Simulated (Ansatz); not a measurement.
`O=C=N[SiH2]O` + `[OH][AlH2]` → `O[SiH2][O][AlH2]` + `N=C=O`  (ligand exchange at the Si–N bond)

Gas-phase electronic energies from Ansatz, PBE0-D4/def2-TZVP geometries. CCSD(T)/CBS is the MP2 limit (def2-TZVPP, def2-QZVPP) plus CCSD(T) − MP2 in def2-TZVPP, frozen cores. This one scheme is used for every species. DFT in def2-TZVPP. HSE06 is defined as in plane-wave codes. One conformer a species, not always the lowest.

```tsv
level	ΔE (kcal/mol)	difference from CCSD(T)/CBS
revPBE-D4	-5.6	1.2
B97M-V	-7.3	-0.5
r2SCAN0-D4	-6.8	0.0
HSE06-D4	-6.0	0.8
CAM-B3LYP-D4	-7.1	-0.3
B2PLYP	-6.7	0.1
PBE	-5.8	1.0
HSE06	-5.9	0.9
CCSD/def2-TZVPP	-7.1	-0.3
CCSD(T)/def2-TZVPP	-7.0	-0.2
CCSD(T)/CBS	-6.8	0
```

Largest T1 diagnostic among the species: 0.018.

Leaving LDA and LC-ωPBE aside and taking each functional with its dispersion term where it has one, the values spread over 1.7 kcal/mol, from B97M-V to revPBE-D4.
